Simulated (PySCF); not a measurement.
## Radial density of Tc (technetium, neutral)

UHF, [Kr] 4d5 5s2, high-spin 6S determinant. Computed with PySCF 2.14 in x2c-SVPall, with the spin-free X2C one-electron Hamiltonian (Gaussian nucleus).

| r (bohr) | 4πr²ρ (e/bohr) | 4πr²(ρα − ρβ) |
| --- | --- | --- |
| 0.0303 | 52.65 | -0.0016 |
| 0.0510 | 46.14 | -0.0002 |
| 0.0858 | 63.48 | 0.0576 |
| 0.144 | 57.82 | 0.3406 |
| 0.243 | 44.61 | 0.7386 |
| 0.408 | 45.54 | 0.2096 |
| 0.687 | 13.47 | 0.6741 |
| 1.15 | 11.85 | 3.3041 |
| 1.94 | 3.645 | 2.1834 |
| 3.27 | 0.9438 | 0.3477 |
| 5.50 | 0.1768 | -0.0445 |
| 9.24 | 0.005714 | -0.0046 |

Densities and radii are taken from the X2C orbitals without a picture-change correction, which distorts them close to the nucleus.

(1) Where is the radial spin density 4πr²(ρα − ρβ) most negative, and why is it negative at all?

Answers

(1) Around r = 5.50 bohr, down to -0.0445 e/bohr: exchange with the open shell polarises the paired shells in an unrestricted calculation.
